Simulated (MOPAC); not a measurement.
A run for MOPAC: PM7 on CH5BrO (a complex), monomers drawn apart or pushed together.

```
PM7 1SCF PRECISE CHARGE=0 THREADS=1
CH5BrO

C     -0.15652583 1     0.48939486 1     0.21188033 1
O     -0.17822663 1    -0.76300003 1     0.90543363 1
H     -0.03892973 1     0.33832945 1    -0.86339618 1
H      0.70400718 1     1.03688556 1     0.58944981 1
H     -1.06008183 1     1.07226993 1     0.40661723 1
H     -0.93561465 1    -1.27924997 1     0.60774502 1
Br    -0.52395005 1    -0.02001390 1     3.84871393 1
H     -0.31721176 1    -0.44219693 1     2.46814048 1
```

The log:

```
*******************************************************************************
 **                                                                           **
 **                              MOPAC v23.2.5                                **
 **                                                                           **
 *******************************************************************************
 ** MOPAC's Digital Object Identifier: https://doi.org/10.5281/zenodo.6511958 **
 **                                                                           **
 ** Please cite the open-source release paper for use of this MOPAC version:  **
 ** J. E. Moussa and J. J. P. Stewart (2026)                                  **
 ** MOPAC: An open-source semiempirical molecular orbital program             **
 ** J. Open Source Softw., 11(119), 8025, https://doi.org/10.21105/joss.08025 **
 *******************************************************************************

                              PM7 CALCULATION RESULTS

 *******************************************************************************
 *  PM7        - The PM7 Hamiltonian to be used
 *
 *
 *
 *                 CHARGE ON SYSTEM = 0
 *
 *
 *
 *  PRECISE    - TIGHTER CRITERIA TO BE USED
 *  1SCF       - DO 1 SCF AND THEN STOP
 *  THREADS=1  - MULTI-THREADING NOT USED
 *  T=         - A TIME OF 172800.0 SECONDS REQUESTED
 *  DUMP=N     - RESTART FILE WRITTEN EVERY 7200.0 SECONDS REQUESTED
 *******************************************************************************
PM7 1SCF PRECISE CHARGE=0 THREADS=1
 CH5BrO

   ATOM   CHEMICAL          X               Y               Z
  NUMBER   SYMBOL      (ANGSTROMS)     (ANGSTROMS)     (ANGSTROMS)

     1       C         -0.15652583  *   0.48939486  *   0.21188033  *
     2       O         -0.17822663  *  -0.76300003  *   0.90543363  *
     3       H         -0.03892973  *   0.33832945  *  -0.86339618  *
     4       H          0.70400718  *   1.03688556  *   0.58944981  *
     5       H         -1.06008183  *   1.07226993  *   0.40661723  *
     6       H         -0.93561465  *  -1.27924997  *   0.60774502  *
     7      Br         -0.52395005  *  -0.02001390  *   3.84871393  *
     8       H         -0.31721176  *  -0.44219693  *   2.46814048  *



          CARTESIAN COORDINATES

    NO.       ATOM           X           Y           Z

     1         C         -0.1565      0.4894      0.2119
     2         O         -0.1782     -0.7630      0.9054
     3         H         -0.0389      0.3383     -0.8634
     4         H          0.7040      1.0369      0.5894
     5         H         -1.0601      1.0723      0.4066
     6         H         -0.9356     -1.2792      0.6077
     7        Br         -0.5240     -0.0200      3.8487
     8         H         -0.3172     -0.4422      2.4681

 General Reference for PM7:
 "Optimization of Parameters for Semiempirical Methods VI: More Modifications to the
 NDDO Approximations and Re-optimization of Parameters", J. J. P. Stewart, J. Mol. Mod., 1:32, 19 (2013)
 https://link.springer.com/article/10.1007/s00894-012-1667-x

           Empirical Formula: C H5 O Br  =     8 atoms



      MOLECULAR POINT GROUP   :   C1


      RHF CALCULATION, NO. OF DOUBLY OCCUPIED LEVELS = 11


 -------------------------------------------------------------------------------
 PM7 1SCF PRECISE CHARGE=0 THREADS=1
 CH5BrO



     1SCF WAS SPECIFIED, SO BFGS WAS NOT USED
     SCF FIELD WAS ACHIEVED


                              PM7 CALCULATION
                                                       MOPAC v23.2.5 Linux




          FINAL HEAT OF FORMATION =        -56.23111 KCAL/MOL =    -235.27098 KJ/MOL


          COSMO AREA              =        109.25 SQUARE ANGSTROMS
          COSMO VOLUME            =         92.45 CUBIC ANGSTROMS

          IONIZATION POTENTIAL    =         10.128483 EV
          HOMO LUMO ENERGIES (EV) =        -10.128  1.507
          NO. OF FILLED LEVELS    =         11
          MOLECULAR WEIGHT        =        112.9539         POINT GROUP:  C1

          MOLECULAR DIMENSIONS (Angstroms)

            Atom       Atom       Distance
           Br     7    H     3     4.75054
            H     6    H     4     2.81485
            H     5    O     2     1.79846


          SCF CALCULATIONS        =          1





   ATOM   CHEMICAL          X               Y               Z
  NUMBER   SYMBOL      (ANGSTROMS)     (ANGSTROMS)     (ANGSTROMS)

     1       C         -0.15652583  *   0.48939486  *   0.21188033  *
     2       O         -0.17822663  *  -0.76300003  *   0.90543363  *
     3       H         -0.03892973  *   0.33832945  *  -0.86339618  *
     4       H          0.70400718  *   1.03688556  *   0.58944981  *
     5       H         -1.06008183  *   1.07226993  *   0.40661723  *
     6       H         -0.93561465  *  -1.27924997  *   0.60774502  *
     7      Br         -0.52395005  *  -0.02001390  *   3.84871393  *
     8       H         -0.31721176  *  -0.44219693  *   2.46814048  *

                             CARTESIAN COORDINATES

   1    C       -0.156525830     0.489394860     0.211880330
   2    O       -0.178226630    -0.763000030     0.905433630
   3    H       -0.038929730     0.338329450    -0.863396180
   4    H        0.704007180     1.036885560     0.589449810
   5    H       -1.060081830     1.072269930     0.406617230
   6    H       -0.935614650    -1.279249970     0.607745020
   7   Br       -0.523950050    -0.020013900     3.848713930
   8    H       -0.317211760    -0.442196930     2.468140480


           Empirical Formula: C H5 O Br  =     8 atoms



      MOLECULAR POINT GROUP   :   C1


                  EIGENVALUES
 -30.46241 -25.80007 -24.97555 -18.33074 -16.47348 -15.71527 -13.73202 -13.11850
 -11.34328 -10.13253 -10.12848   1.50651   3.34339   4.63973   4.79477   5.15912
   5.59064 262.18195 262.24777 262.25278 263.14073 263.14079


              NET ATOMIC CHARGES AND DIPOLE CONTRIBUTIONS

  ATOM NO.   TYPE          CHARGE      No. of ELECS.   s-Pop       p-Pop       d-Pop
    1          C          -0.165777        4.1658     1.07693     3.08884
    2          O          -0.528271        6.5283     1.84451     4.68376
    3          H           0.132580        0.8674     0.86742
    4          H           0.153631        0.8464     0.84637
    5          H           0.129109        0.8709     0.87089
    6          H           0.321508        0.6785     0.67849
    7         Br          -0.289052        7.2891     1.94065     5.34682     0.00158
    8          H           0.246271        0.7537     0.75373
 DIPOLE           X         Y         Z       TOTAL
 POINT-CHG.    -0.678     0.721    -3.814     3.941
 HYBRID        -0.171    -0.416    -0.278     0.528
 SUM           -0.849     0.305    -4.092     4.190


          ATOMIC ORBITAL ELECTRON POPULATIONS

     Atom    s        px        py        pz      x^2-y^2     xz        z^2       yz        xy
    1  C   1.07693   1.15879   0.85825   1.07181
    2  O   1.84451   1.60400   1.39906   1.68070
    3  H   0.86742
    4  H   0.84637
    5  H   0.87089
    6  H   0.67849
    7 Br   1.94065   1.98629   1.94466   1.41588   0.00001   0.00016   0.00103   0.00037   0.00002
    8  H   0.75373

 **********************
 *                    *
 * JOB ENDED NORMALLY *
 *                    *
 **********************




 == MOPAC DONE ==
```

The run finished.

Cost: roughly 0.04 core-seconds.
